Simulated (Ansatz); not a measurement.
Ideal-gas functions of `O/C(F)=N/[SiH3]` at 800 K and 1 bar, from an Ansatz frequency run at PBE0-D4/def2-TZVP.

Molar mass 93.13 g/mol, point group Cs (symmetry number 1), electronic degeneracy 1, moments of inertia 50.194, 216.894, 261.195 u Å². Harmonic wavenumbers (cm⁻¹, unscaled): 54, 144, 158, 467, 575, 578, 700, 715, 760, 777, 948, 951, 953, 1026, 1244, 1392, 1852, 2221, 2238, 2241, 3830.

Use S(trans) = R[1.5 ln M + 2.5 ln T − 1.1517]; rotational temperatures θ = 24.2544 K / I; S(rot) = R[ln(√π/σ · √(T³/θAθBθC)) + 1.5]; for each mode x = 1.438777 ν̃/T, S = R[x/(eˣ − 1) − ln(1 − e⁻ˣ)] and H = RT x/(eˣ − 1); 1 cm⁻¹ = 0.0119627 kJ/mol; R = 8.31446 J/(mol·K).

**Question.** By hand: the entropy, in J/(mol·K).

**Answer.** Translation 185.9. Rotation: θ = 0.4832, 0.1118, 0.0929 K, giving 122.6. Vibration, mode by mode: 27.71, 19.57, 18.80, 10.01, 8.40, 8.36, 6.93, 6.77, 6.33, 6.18, 4.82, 4.80, 4.78, 4.31, 3.16, 2.56, 1.33, 0.78, 0.76, 0.76, 0.07, in all 147.2. Electronic 0.0. Sum 455.7 J/(mol·K).

**Question.** By hand: H − E and G − E in kJ/mol, counted from the electronic energy.

**Answer.** Zero-point energy ½ × 23824 × 0.0119627 = 142.5; thermal vibration 57.9; translation, rotation and pV give 4 RT = 26.6. H − E = 227.0 kJ/mol, and G − E = 227.0 − 800 × 455.7/1000 = -137.6 kJ/mol.

Vibration gives 32 % of the entropy, 47.3 J/(mol·K) of it from the modes under 150 cm⁻¹: soft modes count most, and the harmonic formula is weakest for them. The sum counts one conformer and one mirror image; others add a mixing term.
